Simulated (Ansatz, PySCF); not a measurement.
Gas-phase reaction (SMILES): CO[SiH](OC)OC [trimethoxysilane] + Cl (HCl) → CO[Si](Cl)(OC)OC [chloro(trimethoxy)silane] + [H][H] (H2); hydrogen chloride cleaves one Si-H bond, a model of a ligand-exchange step.

Structures are relaxed separately at B3LYP-D3(BJ)/def2-TZVP in Ansatz (a quantum-chemistry and plane-wave program), one conformer each, not searched for the lowest. Cores are frozen in the correlated levels unless marked. Spin-orbit coupling is left out. Non-relativistic. CBS marks a two-point X^-3 extrapolation of the correlation energy; Hartree-Fock from the larger set. The bracket is a focal-point correction in the basis named. Thermal terms are rigid-rotor harmonic-oscillator values from B3LYP-D3(BJ) frequencies (Ansatz or PySCF) at 298.15 K and 1 atm. 1 Eh = 627.5095 kcal/mol.

| species | E, RI-MP2/CBS(aug-cc-pV(T+d)Z,aug-cc-pV(Q+d)Z)+[CCSD(T)-MP2]/aug-cc-pV(T+d)Z (Ansatz) (Eh) | E, PBE-D3(BJ)/def2-TZVPD (Ansatz + dftd3) (Eh) | H - E (Eh) |
|---|---|---|---|
| CO[SiH](OC)OC | -634.88286 | -635.21451 | 0.14858 |
| Cl (HCl) | -460.37874 | -460.62865 | 0.01000 |
| CO[Si](Cl)(OC)OC | -1094.12498 | -1094.71415 | 0.14346 |
| [H][H] (H2) | -1.17524 | -1.16598 | 0.01336 |

Work out ΔE and ΔH at 298.15 K at the first level, then ΔH at the second.


1. ΔE = [(-1094.12498) + (-1.17524)] - [(-634.88286) + (-460.37874)] = -0.03862 Eh = -24.2 kcal/mol at RI-MP2/CBS(aug-cc-pV(T+d)Z,aug-cc-pV(Q+d)Z)+[CCSD(T)-MP2]/aug-cc-pV(T+d)Z.
2. The terms H - E add up to -0.00176 Eh, so ΔH = (-0.03862 + (-0.00176))×627.5095 = -25.3 kcal/mol.
3. At PBE-D3(BJ)/def2-TZVPD the same steps give ΔE = -23.2 and ΔH = -24.3 kcal/mol, a shift of +1.0 from the first level.
4. These values are not checked against measurement here, since the tables used lack a sound gas-phase enthalpy of formation for at least one species.
